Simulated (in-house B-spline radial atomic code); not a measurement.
Relativistic effects in the strontium ion Sr¹⁰⁺, [Ar] 3d10: non-relativistic Hartree-Fock (point nucleus) against Dirac-Hartree-Fock (Fermi nucleus of rms radius 4.224 fm), both averages of the configuration, computed with a radial B-spline atomic code at the basis-set limit.

```
orbital  ε NR (Eh)  ε Dirac (Eh)  <r> NR (bohr)  <r> Dirac (bohr)  change of <r> (%)
  1s1/2    -590.44       -602.45        0.04017           0.03914               -2.6
  2s1/2    -86.955       -89.767         0.1765            0.1717               -2.7
  2p1/2    -79.592       -82.031         0.1522            0.1474               -3.1
  2p3/2    -79.592       -79.494         0.1522            0.1516               -0.4
  3s1/2    -19.803             ?         0.4975                 ?                  ?
  3p1/2    -17.041             ?         0.4967                 ?                  ?
  3p3/2    -17.041       -17.066         0.4967             0.495               -0.4
  3d3/2    -12.073       -12.058         0.4836            0.4825               -0.2
  3d5/2    -12.073       -11.986         0.4836            0.4858               +0.4
```

Task: What happens to 3p1/2?

Result: Its energy goes to -17.477 hartree and <r> to 0.4856 bohr (-2.23 %).

Task: What happens to 3s1/2?

Result: Its energy goes to -20.345 hartree and <r> to 0.4868 bohr (-2.16 %).

Task: What explains the pattern of contraction and expansion?

Result: Expansion is seen in 3d5/2. The s and p1/2 orbitals contract directly, screen the nucleus better, and so push out orbitals that have little density near the nucleus; spin-orbit coupling adds to this for j = l + 1/2 and opposes it for j = l - 1/2.

Task: By how much does the total energy change?

Result: By -46.26 hartree, from -3101.466 to -3147.726.
